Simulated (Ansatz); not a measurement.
A geometry relaxed with B3LYP-D3(BJ)/def2-TZVP (Ansatz, an electronic-structure program), charge 0, multiplicity 1:

```xyz
4

B      0.0000     0.0000     0.0000
H     -0.2238     1.1679    -0.0226
H      1.1191    -0.3891     0.1035
H     -0.8953    -0.7788    -0.0808
```

**Question.** Write the SMILES of this molecule.

**Answer.** `B`
